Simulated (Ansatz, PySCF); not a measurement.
This PySCF input computes a PBE0/def2-TZVPD energy:

```python
from pyscf import gto, scf, dft

mol = gto.M(
    atom='''
    Ga    0.00000000    0.00000000    0.00000000
    Cl    0.00000000    0.00000000    2.03809336
    Cl   -0.00000000   -0.00000000   -2.03809336
    ''',
    basis='def2-tzvpd',
    charge=1,
    spin=0,
    verbose=4,
)

mf = dft.RKS(mol, xc='pbe0').density_fit(auxbasis='def2-universal-jkfit')
mf.grids.level = 3
mf.conv_tol = 1e-9
mf.max_cycle = 100
mf.max_memory = 1500
mf.kernel()
if not mf.converged:
    mf = mf.newton()
    mf.kernel(mf.make_rdm1())
mf.analyze()
```

Task: Write an input for the same energy in Ansatz (a quantum-chemistry and plane-wave program) and say what it gives.

Result: 
Ansatz 0.2 input:
```yaml
crystal:
  periodic: [false, false, false]
  atoms:
    - {symbol: Ga, position_ang: [0.00000000, 0.00000000, 0.00000000]}
    - {symbol: Cl, position_ang: [0.00000000, 0.00000000, 2.03809336]}
    - {symbol: Cl, position_ang: [-0.00000000, -0.00000000, -2.03809336]}
basis:
  gaussian:
    orbitals: def2-TZVPD
hamiltonian:
  xc: {name: PBE0}
total_charge: 1
output: {forces: true}
```
It gives -2844.51172 Eh, and PySCF -2844.51176 Eh, a difference of 0.04 mEh, from the treatment of integrals and grids.
